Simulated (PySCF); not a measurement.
CH₃BBr₂, SMILES CB(Br)Br.

Coordinates come from a B3LYP-D3(BJ)/def2-SVP optimisation.

Method: M06-2X/def2-TZVP run with PySCF.

Isolated molecule, no solvent.

```yaml
total_energy: -5213.22110 hartree
point_group: Cs
highest_occupied_level: -9.44 eV
lowest_empty_level: -0.75 eV
orbital_gap: 8.68 eV
dipole_moment: 1.48 D
quadrupole, principal values (traceless, Buckingham form, about the centre of nuclear charge): -2.40, -0.07, 2.47 D·Å
mean_static_polarisability: 64.9 bohr³ (9.62 Å³)
polarisability_principal_values: 48.7, 65.1, 80.9 bohr³
```
